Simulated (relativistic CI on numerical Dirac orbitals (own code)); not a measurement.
## Zr3+: calculation against measurement

Method of calculation: Dirac-Coulomb-Breit CI, separate exchange-only KLI orbitals for each configuration, model QED (radiative potential, 1s self-energy scaled to tabulated hydrogen-like ionisation energies), valence Slater integrals scaled by 0.85, P86 correlation estimate, and configurations built on the next ion tied to the tabulated ionisation energy (semi-empirical) (own radial code, finite nucleus).

Configurations in the expansion (outside the closed core [Ar] 3d10): 4s2 4p6 4d, 4s2 4p6 5s, 4s2 4p6 5p, 4s2 4p6 5d, 4s2 4p6 6s, 4s2 4p6 4f, 4s2 4p6 5f, 4s2 4p5 4d2, 4s2 4p6 6p, 4s2 4p6 6d, 4s2 4p6 5g, 4s2 4p6 6f, 4s2 4p4 4d3, 4s2 4p5 4d 4f, 4s 4p6 4d2, 4s2 4p5 4d 5s. Levels of other configurations are missing.

```csv
Configuration,Term (tabulated),J,Measured (cm⁻¹),Computed,Error,Purity (%)
4s2 4p6 4d,2D,3/2,0.0,0,0,98
4s2 4p6 4d,2D,5/2,1250.7,1149,-102,98
4s2 4p6 5s,2S,1/2,38258.3,42936,4677,100
4s2 4p6 5p,2P°,1/2,81976.5,84240,2263,100
4s2 4p6 5p,2P°,3/2,84461.4,86601,2139,100
4s2 4p6 5d,2D,3/2,146652.4,148010,1357,100
4s2 4p6 5d,2D,5/2,147002.5,148351,1348,100
4s2 4p6 6s,2S,1/2,152513.0,154121,1608,100
4s2 4p6 4f,2F°,5/2,159066.8,162321,3254,99
4s2 4p6 4f,2F°,7/2,159086.9,162330,3243,99
4s2 4p6 6p,2P°,1/2,169809.7,171179,1370,100
4s2 4p6 6p,2P°,3/2,170815.1,172111,1295,100
4s2 4p6 6d,2D,3/2,197765.1,199274,1509,100
4s2 4p6 6d,2D,5/2,197930.4,199431,1501,100
4s2 4p6 5f,2F°,5/2,201114.1,202892,1778,98
4s2 4p6 5f,2F°,7/2,201162.6,202933,1770,98
4s2 4p6 5g,2G,7/2,206864.4,207180,315,100
4s2 4p6 5g,2G,9/2,206864.7,207180,315,100
4s2 4p6 6f,2F°,5/2,224419.9,225603,1183,98
4s2 4p6 6f,2F°,7/2,224488.1,225646,1158,98
```

Measured levels from measured levels as listed in Rauch et al., Astron. Astrophys. 599, A142 (2017); pairs were made by configuration, J and term (by order where the table uses no LS term), so strongly mixed levels may be paired wrongly.

Mean error by configuration (cm⁻¹): 4s2 4p6 4d -102; 4s2 4p6 5s 4677; 4s2 4p6 5p 2201; 4s2 4p6 5d 1353; 4s2 4p6 6s 1608; 4s2 4p6 4f 3248; 4s2 4p6 6p 1333; 4s2 4p6 6d 1505; 4s2 4p6 5f 1774; 4s2 4p6 5g 315; 4s2 4p6 6f 1171. Over the excited levels the mean absolute error is 1694 cm⁻¹ (19 of the 31 excited levels that our extract of the source holds in range could be paired, and the others can miss by more), and the median relative error of those above 1,000 cm⁻¹ is 0.88 %.
